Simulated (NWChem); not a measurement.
Molecule: BiHCl2; SMILES [Cl][BiH][Cl]

Results from NWChem. def2 effective core potentials on Bi; no spin-orbit coupling. Each level has its own optimisation; frequencies are unscaled.

Q: Order these by “highest harmonic frequency (cm⁻¹)”, lowest first: PBE/def2-SVP; PBE0/def2-SVP; BLYP/def2-SVP.

A: BLYP/def2-SVP (1665), PBE/def2-SVP (1717), PBE0/def2-SVP (1815)
